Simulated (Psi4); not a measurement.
C₄H₉ (SMILES [CH2]C(C)C), doublet, at a GFN2-xTB geometry; SVWN/def2-TZVPP in Psi4.

Input for Psi4:
```
memory 2 GB

molecule mol {
0 2
  C     0.003439    0.027079    0.361454
  H     0.015932   -0.103994    1.460740
  C     0.004758    1.469200    0.052254
  H    -0.916486    2.009553   -0.040817
  H     0.927240    2.010720   -0.021015
  C     1.258108   -0.663273   -0.184308
  H     1.281254   -0.593485   -1.269536
  H     2.155230   -0.192930    0.210943
  H     1.267336   -1.714521    0.094906
  C    -1.265273   -0.656331   -0.157797
  H    -1.312066   -0.584133   -1.242124
  H    -1.273172   -1.708168    0.119181
  H    -2.151458   -0.183086    0.258102
}

set basis def2-tzvpp
set reference uks

energy('svwn')
print_variables()
```

The log (banner, timings and long lists left out):

```
   => Loading Basis Set <=

    Name: DEF2-TZVPP
    Role: ORBITAL
    Keyword: BASIS

         ---------------------------------------------------------
                                   SCF
               by Justin Turney, Rob Parrish, Andy Simmonett
                          and Daniel G. A. Smith
                              UKS Reference
         ---------------------------------------------------------

  ==> Geometry <==

    Molecular point group: c1
    Full point group: C1

    Geometry (in Angstrom), charge = 0, multiplicity = 2:

       Center              X                  Y                   Z               Mass
    ------------   -----------------  -----------------  -----------------  -----------------
         C            0.003331316151     0.008649820330     0.353985084051    12.000000000000
         H            0.015824316151    -0.122423179670     1.453271084051     1.007825032230
         C            0.004650316151     1.450770820330     0.044785084051    12.000000000000
         H           -0.916593683849     1.991123820330    -0.048285915949     1.007825032230
         H            0.927132316151     1.992290820330    -0.028483915949     1.007825032230
         C            1.258000316151    -0.681702179670    -0.191776915949    12.000000000000
         H            1.281146316151    -0.611914179670    -1.277004915949     1.007825032230
         H            2.155122316151    -0.211359179670     0.203474084051     1.007825032230
         H            1.267228316151    -1.732950179670     0.087437084051     1.007825032230
         C           -1.265380683849    -0.674760179670    -0.165265915949    12.000000000000
         H           -1.312173683849    -0.602562179670    -1.249592915949     1.007825032230
         H           -1.273279683849    -1.726597179670     0.111712084051     1.007825032230
         H           -2.151565683849    -0.201515179670     0.250633084051     1.007825032230

  Running in c1 symmetry.

  Rotational constants: A =      0.28603  B =      0.26666  C =      0.15676 [cm^-1]
  Rotational constants: A =   8575.05368  B =   7994.32558  C =   4699.40042 [MHz]
  Nuclear repulsion =  127.194019073495937

  Charge       = 0
  Multiplicity = 2
  Electrons    = 33
  Nalpha       = 17
  Nbeta        = 16

  ==> Algorithm <==

  SCF Algorithm Type is DF.
  DIIS enabled.
  MOM disabled.
  Fractional occupation disabled.
  Guess Type is SAD.
  Energy threshold   = 1.00e-06
  Density threshold  = 1.00e-06
  Integral threshold = 1.00e-12

  ==> Primary Basis <==

  Basis Set: DEF2-TZVPP
    Blend: DEF2-TZVPP
    Number of shells: 98
    Number of basis functions: 250
    Number of Cartesian functions: 279
    Spherical Harmonics?: true
    Max angular momentum: 3

  ==> DFT Potential <==

   => LibXC <=

    Version 7.1.2
    S. Lehtola, C. Steigemann, M. J. T. Oliveira, and M. A. L. Marques,  SoftwareX 7, 1–5 (2018) (10.1016/j.softx.2017.11.002)

   => Composite Functional: SVWN <=

    Slater exchange
    Vosko, Wilk & Nusair (VWN5_RPA)
    P. A. M. Dirac,  Math. Proc. Cambridge Philos. Soc. 26, 376 (1930) (10.1017/S0305004100016108)
    F. Bloch,  Z. Phys. 57, 545 (1929) (10.1007/BF01340281)
    S. H. Vosko, L. Wilk, and M. Nusair,  Can. J. Phys. 58, 1200 (1980) (10.1139/p80-159)

    Deriv               =              1
    GGA                 =          FALSE
    Meta                =          FALSE

    Exchange Hybrid     =          FALSE
    MP2 Hybrid          =          FALSE

   => Exchange Functionals <=

    1.0000         XC_LDA_X

   => Correlation Functionals <=

    1.0000   XC_LDA_C_VWN_RPA

   => LibXC Density Thresholds  <==

    XC_LDA_C_VWN_RPA:  1.00E-15
    XC_LDA_X:  1.00E-15

   => Molecular Quadrature <=

    Radial Scheme          =       TREUTLER
    Pruning Scheme         =           NONE
    Nuclear Scheme         =       TREUTLER

    Blocking Scheme        =         OCTREE
    BS radius alpha        =              1
[...]
    Using symmetric orthogonalization.

  ==> Pre-Iterations <==

  SCF Guess: Superposition of Atomic Densities via on-the-fly atomic UHF (no occupation information).

   -------------------------
    Irrep   Nso     Nmo
   -------------------------
     A        250     250
   -------------------------
    Total     250     250
   -------------------------

  ==> Iterations <==

                           Total Energy        Delta E     RMS |[F,P]|

   @DF-UKS iter SAD:  -156.32958733030458   -1.56330e+02   0.00000e+00
   @DF-UKS iter   1:  -156.09000188240793    2.39585e-01   5.15496e-03 ADIIS/DIIS
   @DF-UKS iter   2:  -154.30155605198019    1.78845e+00   8.47429e-03 ADIIS/DIIS
   @DF-UKS iter   3:  -156.92171462798950   -2.62016e+00   9.87400e-04 ADIIS/DIIS
   @DF-UKS iter   4:  -156.93459979374268   -1.28852e-02   7.58447e-04 ADIIS/DIIS
   @DF-UKS iter   5:  -156.95084923041355   -1.62494e-02   1.08206e-04 ADIIS/DIIS
   @DF-UKS iter   6:  -156.95117474228212   -3.25512e-04   2.63789e-05 DIIS
   @DF-UKS iter   7:  -156.95119942118214   -2.46789e-05   5.73909e-06 DIIS
   @DF-UKS iter   8:  -156.95120072074934   -1.29957e-06   7.57067e-07 DIIS
   @DF-UKS iter   9:  -156.95120073720580   -1.64565e-08   4.47482e-07 DIIS
  Energy and wave function converged.

  ==> Post-Iterations <==

   Electrons on quadrature grid:
      Nalpha   =   16.9999846545 ; deviation = -1.535e-05
      Nbeta    =   15.9999915755 ; deviation = -8.424e-06
      Ntotal   =   32.9999762300 ; deviation = -2.377e-05

   @Spin Contamination Metric:   2.007950486E-03
   @S^2 Expected:                7.500000000E-01
   @S^2 Observed:                7.520079505E-01
   @S   Expected:                5.000000000E-01
   @S   Observed:                5.000000000E-01

    Orbital Energies [Eh]
    ---------------------

    Alpha Occupied:

[...]
    Alpha Virtual:

[...]
    Beta Occupied:

[...]
      16A     -0.312287

    Beta Virtual:

[...]
    Final Occupation by Irrep:
              A
    DOCC [    16 ]
    SOCC [     1 ]
    NA   [    17 ]
    NB   [    16 ]

  @DF-UKS Final Energy:  -156.95120073720580

   => Energetics <=

    Nuclear Repulsion Energy =            127.1940190734959373
    One-Electron Energy =                -462.1971223513131690
    Two-Electron Energy =                 202.1304388074416920
    DFT Exchange-Correlation Energy =     -24.0785362668302625
    Empirical Dispersion Energy =           0.0000000000000000
    VV10 Nonlocal Energy =                  0.0000000000000000
    Total Energy =                       -156.9512007372057951

  UHF NO Occupations:
  HONO-2 :   15  A 1.9998004
  HONO-1 :   16  A 1.9995089
  HONO-0 :   17  A 1.0000000
  LUNO+0 :   18  A 0.0004911
  LUNO+1 :   19  A 0.0001996
  LUNO+2 :   20  A 0.0001838
  LUNO+3 :   21  A 0.0001156

Computation Completed

Properties will be evaluated at   0.000000,   0.000000,   0.000000 [a0]

Properties computed using the SCF density matrix

 Multipole Moments:

 ------------------------------------------------------------------------------------
     Multipole            Electronic (a.u.)      Nuclear  (a.u.)        Total (a.u.)
 ------------------------------------------------------------------------------------

 L = 1.  Multiply by 2.5417464519 to convert [e a0] to [Debye]
 Dipole X            :          0.0078536           -0.0067115            0.0011421
 Dipole Y            :          1.0350371           -1.1492500           -0.1142129
 Dipole Z            :          0.5537769           -0.4657726            0.0880043
 Magnitude           :                                                    0.1441897

 ------------------------------------------------------------------------------------

  Variable Map:
  ----------------------------------------------------------------------------
[...]
  Array Variable Map:
  ----------------------------------------------------------------------------
[...]
[...]
```
